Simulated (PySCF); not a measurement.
**Fluorine: a sound run and one with changed settings**

Sound run: F²⁺ [He] 2s2 2p3, F³⁺ [He] 2s2 2p2. All numbers are calculated (PySCF 2.14, the non-relativistic Hamiltonian (point nucleus), in 6-31G* (3s2p1d, 14 functions)). The sound run starts from symmetry-adapted Hartree-Fock orbitals and uses a fine grid where one is needed.

Changed run: initial guess 1e, at most 3 SCF cycles. This setting is unsound on purpose.

```
species  method  sound run (hartree)  changed run (hartree)  converged
    F²⁺     UHF            -97.55968              -97.55968         no
    F²⁺   B3LYP            -97.76444              -97.76444         no
    F²⁺    TPSS            -97.78357              -97.78357         no
    F³⁺     UHF            -95.27054              -95.27054         no
    F³⁺   B3LYP            -95.44739              -95.44739         no
    F³⁺    TPSS            -95.47096              -95.47096         no
```

The SCF was stopped early; the energies are upper bounds that still move, and correlated levels were skipped or rest on poor orbitals.
